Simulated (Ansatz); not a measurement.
CH9AlO2Si2 (SMILES [CH3][Al]([O][SiH3])[O][SiH3]), singlet, geometry from GFN2-xTB (such geometries of metal compounds can be far from the true shape); PBE0/def2-SVP (Ansatz, a program for electronic structure).

Here is a job for Ansatz.
Ansatz 0.2 input:
```yaml
crystal:
  periodic: [false, false, false]
  atoms:
    - {symbol: Al, position_ang: [0.32822742, 0.51741072, 0.46892231]}
    - {symbol: C, position_ang: [1.16848016, 1.86037234, 1.66597219]}
    - {symbol: H, position_ang: [1.79239289, 1.38246890, 2.42004864]}
    - {symbol: H, position_ang: [0.41324739, 2.46018410, 2.17392398]}
    - {symbol: H, position_ang: [1.79207614, 2.55355308, 1.10100796]}
    - {symbol: O, position_ang: [-0.78572777, 0.98862120, -0.69801574]}
    - {symbol: Si, position_ang: [-1.87081817, 1.39148817, -1.84213483]}
    - {symbol: H, position_ang: [-3.19780629, 1.07484934, -1.30942585]}
    - {symbol: H, position_ang: [-1.56441436, 0.61829392, -3.04673104]}
    - {symbol: H, position_ang: [-1.71333385, 2.83047692, -2.07166942]}
    - {symbol: O, position_ang: [0.70859396, -1.11571406, 0.58712668]}
    - {symbol: Si, position_ang: [1.04257281, -2.70645677, 0.66099281]}
    - {symbol: H, position_ang: [-0.19532967, -3.40007236, 1.02218297]}
    - {symbol: H, position_ang: [2.06855509, -2.86552681, 1.69579393]}
    - {symbol: H, position_ang: [1.53928084, -3.11649754, -0.65385383]}
basis:
  gaussian:
    orbitals: def2-SVP
hamiltonian:
  xc: pbe0
```

It wrote (shortened):

```
Functional definition: PBE0
1351 factors; integrals over basis functions are off by at most 1.1e-3 eV
mean field evaluation 1: about -27595.6118 eV, gradient 8.1e1 eV
mean field evaluation 2: about -27577.3330 eV, gradient 1.3e2 eV
mean field evaluation 4: about -27608.0420 eV, gradient 5.4e0 eV
mean field evaluation 8: about -27608.2334 eV, gradient 1.7e-1 eV
mean field evaluation 16: about -27608.2335 eV, gradient 7.1e-5 eV
mean field -27608.23346686 eV, -1014.5838663744 hartree, gradient 7.1e-5 eV, S^2 0.000000; 0 other end points of the search recorded, 0 dependent functions left out
reference -27608.23350716 eV, -1014.5838678553 hartree; 36, 36 occupied and 105, 105 virtual orbitals, 1351 factors
Total energy: -27608.23350716 eV, -1014.5838678553 hartree
```
